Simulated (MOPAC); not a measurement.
Input for MOPAC: PM6 on H2O2Se (SMILES O[Se]O), a point of a torsion scan.

```
PM6 1SCF PRECISE CHARGE=0 THREADS=1
H2O2Se

O      1.16054876 1     0.50136814 1    -0.36434968 1
Se    -0.15365566 1    -0.71143153 1    -0.49728934 1
O      0.28591207 1    -1.73513958 1     0.90538548 1
H      2.01220329 1     0.06086619 1    -0.44491697 1
H     -0.09514359 1    -1.39224923 1     1.71985205 1
```

Output:

```
*******************************************************************************
 **                                                                           **
 **                              MOPAC v23.2.5                                **
 **                                                                           **
 *******************************************************************************
 ** MOPAC's Digital Object Identifier: https://doi.org/10.5281/zenodo.6511958 **
 **                                                                           **
 ** Please cite the open-source release paper for use of this MOPAC version:  **
 ** J. E. Moussa and J. J. P. Stewart (2026)                                  **
 ** MOPAC: An open-source semiempirical molecular orbital program             **
 ** J. Open Source Softw., 11(119), 8025, https://doi.org/10.21105/joss.08025 **
 *******************************************************************************

                              PM6 CALCULATION RESULTS

 *******************************************************************************
 *  PM6        - The PM6 Hamiltonian to be used
 *
 *
 *
 *                 CHARGE ON SYSTEM = 0
 *
 *
 *
 *  PRECISE    - TIGHTER CRITERIA TO BE USED
 *  1SCF       - DO 1 SCF AND THEN STOP
 *  THREADS=1  - MULTI-THREADING NOT USED
 *  T=         - A TIME OF 172800.0 SECONDS REQUESTED
 *  DUMP=N     - RESTART FILE WRITTEN EVERY 7200.0 SECONDS REQUESTED
 *******************************************************************************
PM6 1SCF PRECISE CHARGE=0 THREADS=1
 H2O2Se

   ATOM   CHEMICAL          X               Y               Z
  NUMBER   SYMBOL      (ANGSTROMS)     (ANGSTROMS)     (ANGSTROMS)

     1       O          1.16054876  *   0.50136814  *  -0.36434968  *
     2      Se         -0.15365566  *  -0.71143153  *  -0.49728934  *
     3       O          0.28591207  *  -1.73513958  *   0.90538548  *
     4       H          2.01220329  *   0.06086619  *  -0.44491697  *
     5       H         -0.09514359  *  -1.39224923  *   1.71985205  *



          CARTESIAN COORDINATES

    NO.       ATOM           X           Y           Z

     1         O          1.1605      0.5014     -0.3643
     2        Se         -0.1537     -0.7114     -0.4973
     3         O          0.2859     -1.7351      0.9054
     4         H          2.0122      0.0609     -0.4449
     5         H         -0.0951     -1.3922      1.7199

 General Reference for PM6:
 "Optimization of Parameters for Semiempirical Methods V: Modification of NDDO Approximations
 and Application to 70 Elements", J. J. P. Stewart, J. Mol. Mod., 13, 1173-1213 (2007)
 URL: https://link.springer.com/article/10.1007/s00894-007-0233-4

           Empirical Formula: H2 O2 Se  =     5 atoms



      MOLECULAR POINT GROUP   :   C1


      RHF CALCULATION, NO. OF DOUBLY OCCUPIED LEVELS = 10


 -------------------------------------------------------------------------------
 PM6 1SCF PRECISE CHARGE=0 THREADS=1
 H2O2Se



     1SCF WAS SPECIFIED, SO BFGS WAS NOT USED
     SCF FIELD WAS ACHIEVED


                              PM6 CALCULATION
                                                       MOPAC v23.2.5 Linux




          FINAL HEAT OF FORMATION =        -82.58840 KCAL/MOL =    -345.54986 KJ/MOL


          COSMO AREA              =         87.66 SQUARE ANGSTROMS
          COSMO VOLUME            =         70.92 CUBIC ANGSTROMS

          IONIZATION POTENTIAL    =          8.786197 EV
          HOMO LUMO ENERGIES (EV) =         -8.786 -1.120
          NO. OF FILLED LEVELS    =         10
          MOLECULAR WEIGHT        =        112.9746         POINT GROUP:  C1

          MOLECULAR DIMENSIONS (Angstroms)

            Atom       Atom       Distance
            H     5    H     4     3.35241
            H     5   Se     2     1.58951
            O     3    O     1     1.36514


          SCF CALCULATIONS        =          1





   ATOM   CHEMICAL          X               Y               Z
  NUMBER   SYMBOL      (ANGSTROMS)     (ANGSTROMS)     (ANGSTROMS)

     1       O          1.16054876  *   0.50136814  *  -0.36434968  *
     2      Se         -0.15365566  *  -0.71143153  *  -0.49728934  *
     3       O          0.28591207  *  -1.73513958  *   0.90538548  *
     4       H          2.01220329  *   0.06086619  *  -0.44491697  *
     5       H         -0.09514359  *  -1.39224923  *   1.71985205  *

                             CARTESIAN COORDINATES

   1    O        1.160548760     0.501368140    -0.364349680
   2   Se       -0.153655660    -0.711431530    -0.497289340
   3    O        0.285912070    -1.735139580     0.905385480
   4    H        2.012203290     0.060866190    -0.444916970
   5    H       -0.095143590    -1.392249230     1.719852050


           Empirical Formula: H2 O2 Se  =     5 atoms



      MOLECULAR POINT GROUP   :   C1


                  EIGENVALUES
 -29.61202 -29.12950 -21.45616 -18.21631 -15.85204 -14.47684 -14.07058 -11.79786
 -11.76432  -8.78620  -1.11987  -0.76177   4.99693   5.29723


              NET ATOMIC CHARGES AND DIPOLE CONTRIBUTIONS

  ATOM NO.   TYPE          CHARGE      No. of ELECS.   s-Pop       p-Pop
    1          O          -0.566594        6.5666     1.82678     4.73981
    2         Se           0.506606        5.4934     1.97169     3.52171
    3          O          -0.568425        6.5684     1.82536     4.74307
    4          H           0.316513        0.6835     0.68349
    5          H           0.311900        0.6881     0.68810
 DIPOLE           X         Y         Z       TOTAL
 POINT-CHG.    -1.396    -0.351    -0.790     1.643
 HYBRID         0.643     0.049     0.695     0.948
 SUM           -0.754    -0.302    -0.096     0.818


          ATOMIC ORBITAL ELECTRON POPULATIONS

     Atom    s        px        py        pz
    1  O   1.82678   1.34124   1.47323   1.92535
    2 Se   1.97169   1.19462   1.18807   1.13902
    3  O   1.82536   1.78674   1.60520   1.35113
    4  H   0.68349
    5  H   0.68810

 **********************
 *                    *
 * JOB ENDED NORMALLY *
 *                    *
 **********************




 == MOPAC DONE ==
```

The run finished.

Cost: around 0.04 core-seconds (rough).
